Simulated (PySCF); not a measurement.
Run record: geometry optimisation, `CC[SiH2][TeH]`.

Computed with PBE0-D3(BJ)/def2-SVP geometry optimisation, gas phase, def2 core potentials past Kr (PySCF 2.14.0). Start geometry: GFN2-xTB. A driver script takes a list of jobs; this job's settings line and coordinates (Å) are shown.

Input:
```
{"job": {"xc": "PBE0", "basis": "def2-SVP", "d3": "d3bj", "grid": 1, "maxiter": 30, "shake": 0.01, "kind": "geom"}, "charge": 0, "multiplicity": 1}
C     -1.000810    -1.086600    -0.317240
C     -0.636990     0.053970     0.630900
Si     0.572790     1.293050    -0.138520
Te     2.690750     0.152470    -0.912040
H     -1.501240    -0.662420    -1.222270
H     -0.146260    -1.620320    -0.635490
H     -1.707130    -1.755700     0.151210
H     -1.512950     0.598860     0.941960
H     -0.197170    -0.367640     1.555380
H      0.006300     1.924250    -1.300390
H      0.853910     2.338180     0.868710
H      2.618480    -0.896360     0.368770
```

Output:
```
step   0  E = -638.19766539  max force = 0.034757
step   1  E = -638.20221999  max force = 0.006818
step   2  E = -638.20250963  max force = 0.001320
step   3  E = -638.20259954  max force = 0.000988
step   4  E = -638.20266916  max force = 0.001856
step   5  E = -638.20272332  max force = 0.001684
step   6  E = -638.20276427  max force = 0.000722
step   7  E = -638.20277478  max force = 0.000303
optimisation converged
```

Energies in Eh; «max force» is the largest Cartesian gradient component in Eh/bohr.

Give the first gradient maximum in eV/Å.

With 1 Eh/bohr = 51.422 eV/Å, 1.787 eV/Å.

How much energy does the optimisation release, in kJ/mol?

E(step 0) − E(last step) = 0.005109 Eh, which is 13.4 kJ/mol.

Summary of the converged run: final energy -638.20277 Eh after 7 steps; dipole 1.53 D.

Give the final coordinates.

0.236 Å rms from the input after alignment:
```
atom  x, y, z in Å
C1    -1.0909   -1.1063   -0.4279
C2    -0.6713   -0.0557    0.5930
Si3    0.5475    1.2335   -0.0423
Te4    2.6777    0.2172   -0.9023
H5    -1.5811   -0.6483   -1.3017
H6    -0.2213   -1.6707   -0.7998
H7    -1.7991   -1.8294    0.0057
H8    -1.5469    0.5040    0.9697
H9    -0.2136   -0.5291    1.4792
H10    0.0024    1.9547   -1.2341
H11    0.8594    2.2242    1.0323
H12    3.0903   -0.3126    0.6223
```

Estimate the wall time. Hardware: one thread of an Intel Xeon Platinum 8488C, no GPU, shared host with 96 logical CPUs at a one-minute load of 51. And the peak memory of the process?

About 43 s, with 0.48 GiB resident at the peak, the Python interpreter and its libraries included.
Labels such as C1 count atoms from 1, the log's own numbers from 0.
